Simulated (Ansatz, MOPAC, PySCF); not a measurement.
Molecule: dibromo(difluoro)silane, SiBr$_{2}$F$_{2}$, charge 0, multiplicity 1. SMILES: [Si](F)(Br)(Br)F
Structure (B3LYP-D3(BJ)/def2-TZVP (Ansatz, a quantum-chemistry and plane-wave program) minimum search):
```
Si
F 1 1.5788
F 1 1.5788 2 107.38
Br 1 2.1872 2 109.17 3 -118.24
Br 1 2.1872 2 109.17 3 118.24
```
Charge 0, spin multiplicity 1.

Wanted: vertical ionisation energy to the doublet, in eV. Terms: PM7 with its own dispersion and hydrogen-bond terms; 6-31G* and kin with 6d, 5d where marked; non-relativistic; UHF or UKS for open shells; LANL2DZ with its own core potentials from Na on; frozen cores in correlated levels (noble-gas shells and the d and f shells of earlier blocks); each state is the SCF solution reached for its charge and spin; dispersion terms only where a functional's name holds one; spin-orbit terms left out. Ab initio and DFT rows: single points at B3LYP-D3(BJ) geometries (Ansatz). Semi-empirical rows: differences of heats of formation at the shared geometry for vertical values.

```
level                                    program  vertical ionisation energy to the doublet (eV)
---------------------------------------  -------  ----------------------------------------------
PM3                                        MOPAC                                           11.66
PM6                                        MOPAC                                           10.59
PM7                                        MOPAC                                           10.56
MNDO                                       MOPAC                                           12.17
HF/6-31G*                                 Ansatz                                           11.07
HF/6-31G* with LANL2DZ past Ar            Ansatz                                           11.28
PBE/6-31G* with LANL2DZ past Ar           Ansatz                                           10.86
B3LYP/STO-3G                              Ansatz                                            8.32
B3LYP/6-31G*                              Ansatz                                           11.13
B3LYP/6-31G* with LANL2DZ past Ar         Ansatz                                           11.21
M06-2X/6-31G* with LANL2DZ past Ar (5d)    PySCF                                           11.65
MP2/6-31G*                                Ansatz                                           11.59
MP2/6-31G* with LANL2DZ past Ar           Ansatz                                           11.31
PBE/def2-TZVPD                            Ansatz                                           10.80
wB97X-V/def2-TZVPD                        Ansatz                                           11.57
```

No value to compare with is used here. The 13 habitual levels span 8.32 (B3LYP/STO-3G) to 12.17 eV (MNDO); wB97X-V/def2-TZVPD gives 11.57.

The levels are drawn from those run, B3LYP/6-31G* more often than the rest, none by its result; left out are runs that failed, that the program found above a lower state of the same kind, or whose <S^2> lies over 0.5 above the pure value.
